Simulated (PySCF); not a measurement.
Species: (F2Al-mu-OH)2.
Geometry (PBE0-D3(BJ)/def2-SVP, Å), atoms numbered from 1 in this order:
```
atom  x, y, z in Å
Al1    1.361   -0.308    0.202
F2     2.514    0.035   -0.937
F3     1.864   -1.030    1.606
O4     0.180    1.065    0.481
Al5   -1.338    0.291   -0.197
F6    -2.461   -0.078    0.965
F7    -1.877    1.020   -1.583
O8    -0.150   -1.071   -0.501
H9     0.321    1.945    0.838
H10   -0.289   -1.946   -0.870
```

Level of theory: PySCF, PBE0-D3(BJ)/def2-SVP geometry optimisation, gas phase.

(1) Which atoms are bound to Al1, and at what distances?

(2) List the angles at Al1.

(3) Describe the arrangement about Al1 in numbers.

(4) What are the other bond lengths?

(5) Give some angles away from the centre.

(6) What are the rotational constants (commonest isotopes, rigid rotor)?

Results:

(1) 4 atoms: F2 1.657 Å, F3 1.657 Å, O4 1.832 Å, O8 1.833 Å. The nearest atom not counted as bound is H10, at 2.56 Å (others tie with it).

(2) 
| angle | degrees | distance of the outer atoms (Å) |
| --- | --- | --- |
| F2–Al1–F3 | 117.5 | 2.83 |
| F2–Al1–O4 | 113.5 | 2.92 |
| F2–Al1–O8 | 113.3 | 2.92 |
| F3–Al1–O8 | 113.2 | 2.92 |
| F3–Al1–O4 | 113.2 | 2.91 |
| O4–Al1–O8 | 80.7 | 2.37 |

(3) Angles from 80.7° to 117.5°; τ4 = (360° − α − β)/141° = 0.92 with α and β the two widest (0 for a square, 1 for a tetrahedron).

(4) O4–H9, O8–H10 0.960 Å.

(5) Al1–O4–Al5 99.3°.

(6) A = 2442, B = 925.4, C = 784.4 MHz: an asymmetric top.

Charge 0, singlet. No frequency check.

One conformer stands for the species.
